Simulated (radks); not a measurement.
Values are calculated unless marked as measured or tabulated.
Question: W LIV, 21 electrons, occupied as [Ar] 3d3 (the NIST ground configuration). Code: a radial shooting solver on a logarithmic mesh with Libxc functionals. Model: non-relativistic Kohn-Sham, PBE, spin-polarised, spherical densities, point nucleus; open shells are filled with parallel spins first (spin-orbit coupling, left out, can overturn this in heavy ions); relativity is left out, which matters for an element this heavy. Some entries of the table are withheld. Estimate them.

orbital,occ.,eigenvalue (eV),<1/r> (bohr^-1)
1s up,1,-67250.96,73.46
1s down,1,-67250.74,73.46
2s up,1,-13890.94,17.35
2s down,1,-13872.15,17.37
2p up,3,(1),17.35
2p down,3,(2),17.37
3s up,1,-5380.865,7.119
3s down,1,-5365.138,7.100
3p up,3,-5215.137,7.074
3p down,3,-5197.534,7.054
3d up,3,-4940.415,6.973
3d down,0,-4916.601,6.961

Answer: 
(1) 2p up eigenvalue (eV): -13484.49
(2) 2p down eigenvalue (eV): -13471.08
